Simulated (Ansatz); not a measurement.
HNaO, SMILES [OH][Na].

The structure is a stationary point at ωB97X-D3(BJ)/def2-TZVPD. The isomer is the one that the SMILES or the coordinates give; other isomers of the formula were not compared.

Two levels are set side by side: PBE/def2-TZVPD (Ansatz, an electronic-structure program) and CAM-B3LYP/def2-TZVPD (Ansatz). Energy differences of separate SCF runs at the same geometry; the states with an electron removed or added have multiplicity 2 and 2. Differences are taken from unrounded values.

| quantity | PBE |
|---|---|
| vertical ionisation energy (eV) | 8.27 |
| vertical electron affinity (eV) | 0.48 |
| vertical singlet–triplet gap (eV) | 3.66 |

Problem. These are the PBE values. What does CAM-B3LYP give? (Estimate from the structure and the level; the computed values follow.)

Solution. 
| quantity | CAM-B3LYP | PBE minus CAM-B3LYP |
|---|---|---|
| vertical ionisation energy (eV) | 8.17 | 0.09 |
| vertical electron affinity (eV) | 0.43 | 0.05 |
| vertical singlet–triplet gap (eV) | 3.63 | 0.03 |
